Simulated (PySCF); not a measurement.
## Ar²⁺ (argon, charge +2): UHF calculation

Configuration: [Ne] 3s2 3p4, high-spin 3P determinant. All numbers are calculated (PySCF 2.14, the non-relativistic Hamiltonian (point nucleus), in cc-pV(T+d)Z).

```json
{
 "Total energy": "-525.308379 hartree",
 "One-electron energy": "-709.6056 hartree",
 "Hartree (Coulomb) energy": "213.7703 hartree",
 "Exchange energy": "-29.4732 hartree",
 "Kinetic energy": "525.24801 hartree",
 "⟨S²⟩": "2.0097",
 "⟨L²⟩": "2.033",
 "Sum of ⟨r⟩": "11.82 bohr",
 "Sum of ⟨r²⟩": "15.74 bohr²",
 "Traceless quadrupole moment −½Σ⟨3z² − r²⟩ along its main axis": "-1.04 e·bohr²",
 "Density at the nucleus (Gaussians lack the cusp)": "3790 bohr⁻³",
 "Spin density at the nucleus": "0.431 bohr⁻³",
 "Langevin diamagnetic susceptibility": "-12.5 ×10⁻⁶ cm³/mol",
 "Time after the integrals": "0.14 s of wall time on 1 thread of AMD EPYC 7B13 (shared host)"
}
```

```tsv
shell	electrons	mean orbital energy (eV)	spread (eV)	rms radius, mean of both spins (bohr)
1s α	1	-3258.8	0	0.0998
1s β	1	-3257.9	0	0.0998
2s α	1	-365.67	0	0.448
2s β	1	-364.83	0	0.448
2p α	3	-291.07	0.926	0.417
2p β	3	-289.55	0.701	0.417
3s α	1	-63.615	0	1.44
3s β	1	-55.681	0	1.44
3p α	3	-43.559	2.577	1.59
3p β	1	-40.424	0	1.59
```
